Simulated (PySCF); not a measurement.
C3H12N2Si, SMILES CC(C)[SiH](N)N. Atoms are numbered in the order given.

```xyz
18

C     -1.6300    -0.9844     1.1943
C     -1.0828     0.2090     0.3977
C     -1.6993     0.2909    -1.0070
Si     0.8214     0.1232     0.3077
N      1.4973    -1.2146    -0.5835
N      1.3276     1.5639    -0.5394
H     -2.7394    -0.9626     1.2590
H     -1.2335    -1.0116     2.2304
H     -1.3482    -1.9442     0.7090
H     -1.3313     1.1453     0.9518
H     -1.4625    -0.6236    -1.5934
H     -2.8072     0.3735    -0.9667
H     -1.3073     1.1549    -1.5804
H      1.3413    -0.0896     1.7153
H      1.6444    -2.1076    -0.1095
H      1.2362    -1.3551    -1.5624
H      0.8776     2.4531    -0.3081
H      2.3280     1.7044    -0.7028
```
Charge 0, spin multiplicity 1.

Geometry optimised at PBE-D3(BJ)/def2-SVP. The structure was generated by enumeration, and PubChem lists no compound with its InChIKey, so it may never have been made. The values are those of a single conformer.

Computed with KT2/pcSseg-1 in PySCF.

GIAO shieldings, no solvent; atoms listed in one row are averaged. δ = σ(ref) − σ: ¹³C against TMS (σ = 185.1 ppm); ²⁹Si against TMS (σ = 361.9 ppm); ¹⁵N against NH3 (σ = 266.2 ppm); ¹H against TMS (σ = 31.47 ppm), references at their B3LYP-D3(BJ)/def2-TZVP geometries, non-relativistic.

Question: Estimate the chemical shifts. (An estimate is asked for; the answer gives what the named calculation found.)

Answer: 
```json
[
 {"nucleus": "¹³C", "atoms": "C2", "count": "1", "δ (ppm)": "23.8"},
 {"nucleus": "¹³C", "atoms": "C1", "count": "1", "δ (ppm)": "22.6"},
 {"nucleus": "¹³C", "atoms": "C3", "count": "1", "δ (ppm)": "21.3"},
 {"nucleus": "²⁹Si", "atoms": "Si4", "count": "1", "δ (ppm)": "-13.0"},
 {"nucleus": "¹⁵N", "atoms": "N6", "count": "1", "δ (ppm)": "28.6"},
 {"nucleus": "¹⁵N", "atoms": "N5", "count": "1", "δ (ppm)": "17.2"},
 {"nucleus": "¹H", "atoms": "H14", "count": "1", "δ (ppm)": "5.45"},
 {"nucleus": "¹H", "atoms": "H11, H12, H13", "count": "3", "δ (ppm)": "1.57"},
 {"nucleus": "¹H", "atoms": "H7, H8, H9", "count": "3", "δ (ppm)": "1.46"},
 {"nucleus": "¹H", "atoms": "H10", "count": "1", "δ (ppm)": "1.08"},
 {"nucleus": "¹H", "atoms": "H18", "count": "1", "δ (ppm)": "0.95"},
 {"nucleus": "¹H", "atoms": "H16", "count": "1", "δ (ppm)": "0.84"},
 {"nucleus": "¹H", "atoms": "H15", "count": "1", "δ (ppm)": "0.74"},
 {"nucleus": "¹H", "atoms": "H17", "count": "1", "δ (ppm)": "0.49"}
]
```
